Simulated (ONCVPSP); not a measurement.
**What one change does to a pseudopotential (titanium, ONCV)**

```
Element                 : Ti
Generator               : ONCVPSP 4.0.1
Type                    : optimised norm-conserving Vanderbilt (ONCV)
Functional              : LDA (Perdew-Wang 92)
Relativity              : scalar-relativistic
Frozen core             : [Ne]
Valence charge          : 12
Reference configuration : 3s2 3p6 3d2 4s2
Partial waves           : 3s+4s: rc 1.40 bohr, ncon 4, nbas 9, qcut 8.2 1/bohr, 2 projectors; 3p: rc 1.20 bohr, ncon 4, nbas 8, qcut 5.6 1/bohr, 2 projectors, debl 2.8 Ha; 3d: rc 1.45 bohr, ncon 4, nbas 8, qcut 10.7 1/bohr, 2 projectors, debl 1.9 Ha
Local potential         : polynomial inside 1.05 bohr (lpopt 5, dvloc0 1 Ha)
Core correction         : none
```

Change: functional PBE.

Cutoffs: the cutoffs (Ha) at which the residual kinetic energy of the hardest occupied pseudo-wave falls to 1 and 0.1 mHa per electron; they do not see the model core or the augmentation charge, which bear on the density cutoff. Errors are all-electron minus pseudo energies relative to the spin-unpolarised reference configuration.

**Question.** What does the change do?

**Answer.** The potential gets neither clearly harder nor softer (42 Ha and 64 Ha → 42 Ha and 59 Ha); of the 4 tests that both files solve, the error grows in 1 and shrinks in 1 by more than 15 % and 0.3 meV (median size 2.1 → 1.5 meV); neither file shows a bound ghost.

| quantity | base | changed |
| --- | --- | --- |
| cutoff, loose | 42 Ha | 42 Ha |
| cutoff, tight | 64 Ha | 59 Ha |
| loose cutoff by channel | s 25 Ha, p 21 Ha, d 42 Ha | s 25 Ha, p 20 Ha, d 42 Ha |
| bound ghosts | none | none |
| GHOST(+) flags under 300 eV | none | none |
| error for 3s2 3p6 3d2 4s1, meV [ΔE 7.53 → 7.35 eV] | -0.2 | -0.3 |
| error for 3s2 3p6 3d2 4s0, meV [ΔE 21.32 → 20.92 eV] | -0.1 | -0.4 |
| error for 3s2 3p6 3d1 4s0, meV [ΔE 48.52 → 47.87 eV] | +15 | +14 |
| error for 3s2 3p6 3d3 4s1, meV [ΔE 1.05 → 1.11 eV] | +4.0 | +2.7 |
| s: phases at 1.42 bohr within 0.05 rad from the reference energy up to (Ha; the scan ends near 5) | to the end of the scan | to the end of the scan |
| p: phases at 1.22 bohr within 0.05 rad from the reference energy up to (Ha; the scan ends near 5) | to the end of the scan | to the end of the scan |
| d: phases at 1.47 bohr within 0.05 rad from the reference energy up to (Ha; the scan ends near 5) | to the end of the scan | to the end of the scan |
